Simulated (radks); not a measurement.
Results of a calculation; reference values are marked as such.
The mean radii <r> (bohr) of the occupied orbitals of an atom or ion are listed with their occupations. Code: a radial shooting solver on a logarithmic mesh with Libxc functionals. Model: scalar-relativistic Kohn-Sham, r2SCAN, spin-polarised, spherical densities, finite nucleus; meta-GGA in the generalised Kohn-Sham scheme; Fermi nuclear charge, rms radius of each element as measured or else 0.836 A^(1/3) + 0.57 fm.

| orbital | occ. | <r> |
|---|---|---|
| 1s up | 1 | 0.03343 |
| 1s down | 1 | 0.03342 |
| 2s up | 1 | 0.1432 |
| 2s down | 1 | 0.1432 |
| 2p up | 3 | 0.1246 |
| 2p down | 3 | 0.1246 |
| 3s up | 1 | 0.3506 |
| 3s down | 1 | 0.3513 |
| 3p up | 1 | 0.3399 |

Name the element and its charge. Open shells, if any, are filled with parallel spins first.

Answer. Z = 44, ruthenium, charge +31: Ru31+ in [Ne] 3s2 3p1. The 1s radius gives Z: for a bare nucleus <r> = (2 gamma + 1)/(2Z) with gamma = sqrt(1 - (Z/c)^2), 0.03289 bohr for Z = 44, and screening makes it slightly larger (0.03343 here). The occupations add up to 13, and the charge is Z minus that.
